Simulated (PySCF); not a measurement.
C2H7FOSi2, SMILES [Si@H](C)(C([SiH3])=O)F. Atoms are numbered in the order given.

```xyz
13

C      2.4685    -0.1551    -0.5774
Si     1.0466     0.1634     0.5831
F      0.6652    -1.1922     1.4228
C     -0.5295     0.6196    -0.4396
O     -0.4305     1.5592    -1.2135
Si    -2.1900    -0.3903    -0.2593
H      2.5749     0.7113    -1.2506
H      2.2757    -1.0475    -1.1936
H      3.4174    -0.2997    -0.0380
H      1.3278     1.2458     1.5636
H     -2.6011    -0.3732     1.1745
H     -3.2453     0.2098    -1.1199
H     -1.9194    -1.8005    -0.6649
```

Geometry: B3LYP-D3(BJ)/def2-SVP. The structure was generated by enumeration; whether it is a known compound was not checked. The values are those of a single conformer.

Level of theory: PySCF with KT2/pcSseg-1.

GIAO shieldings, no solvent; atoms alike by connectivity are averaged. δ = σ(ref) − σ: ¹³C against TMS (σ = 185.1 ppm); ²⁹Si against TMS (σ = 361.9 ppm); ¹⁹F against CFCl3 (σ = 127.1 ppm); ¹⁷O against H2O (σ = 330.4 ppm); ¹H against TMS (σ = 31.47 ppm), references at their B3LYP-D3(BJ)/def2-TZVP geometries, non-relativistic.

Q: Estimate the chemical shifts. (The exact figures need the calculation; the answer reports its results.)

A: 
```json
[
 {"nucleus": "¹³C", "atoms": "C4", "count": "1", "δ (ppm)": "286.4"},
 {"nucleus": "¹³C", "atoms": "C1", "count": "1", "δ (ppm)": "-1.4"},
 {"nucleus": "²⁹Si", "atoms": "Si2", "count": "1", "δ (ppm)": "-10.7"},
 {"nucleus": "²⁹Si", "atoms": "Si6", "count": "1", "δ (ppm)": "-80.6"},
 {"nucleus": "¹⁹F", "atoms": "F3", "count": "1", "δ (ppm)": "-243.1"},
 {"nucleus": "¹⁷O", "atoms": "O5", "count": "1", "δ (ppm)": "1039.7"},
 {"nucleus": "¹H", "atoms": "H10", "count": "1", "δ (ppm)": "5.07"},
 {"nucleus": "¹H", "atoms": "H11, H12, H13", "count": "3", "δ (ppm)": "4.54"},
 {"nucleus": "¹H", "atoms": "H7, H8, H9", "count": "3", "δ (ppm)": "0.59"}
]
```
